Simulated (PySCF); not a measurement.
## Exercise with solution: dipole moment from atomic charges

C3H3N2, SMILES [c]1cnc[nH]1, multiplicity 2. Atoms are numbered in the order given.

```xyz
8

C      1.1774     0.1927     0.0000
C      0.2389     1.1923     0.0000
N     -1.0040     0.5925     0.0000
C     -0.8115    -0.7094     0.0000
N      0.5240    -1.0104     0.0000
H      0.3703     2.2713     0.0000
H     -1.5916    -1.4708     0.0000
H      0.9522    -1.9284     0.0000
```
Charge 0, spin multiplicity 2.

Geometry optimised at B3LYP-D3(BJ)/def2-SVP. The isomer is the one that the SMILES or the coordinates give; other isomers of the formula were not compared.

Charges (e) from ωB97X/def2-TZVP in PySCF:

```json
[
 {"atom": "C1", "ESP fit": "-0.090", "Mulliken": "0.048"},
 {"atom": "C2", "ESP fit": "0.029", "Mulliken": "-0.095"},
 {"atom": "N3", "ESP fit": "-0.443", "Mulliken": "-0.337"},
 {"atom": "C4", "ESP fit": "0.112", "Mulliken": "0.094"},
 {"atom": "N5", "ESP fit": "-0.201", "Mulliken": "-0.276"},
 {"atom": "H6", "ESP fit": "0.142", "Mulliken": "0.149"},
 {"atom": "H7", "ESP fit": "0.129", "Mulliken": "0.161"},
 {"atom": "H8", "ESP fit": "0.322", "Mulliken": "0.255"}
]
```

The dipole moment of the full density is 3.31 D.

Q: What dipole moment does each set of point charges give, and which comes closer to that of the density?

A: 
μ = Σ q r, and 1 e Å = 4.8032 D.
ESP fit: Σ q r = (0.303, -0.610, 0.000) e Å, |μ| = 3.27 D.
Mulliken: Σ q r = (0.193, -0.482, 0.000) e Å, |μ| = 2.49 D.
ESP fit comes closer in size. Point charges leave out the atoms' own dipoles (lone pairs, polarised bonds); fits to the potential absorb them, partitions of the density don't.
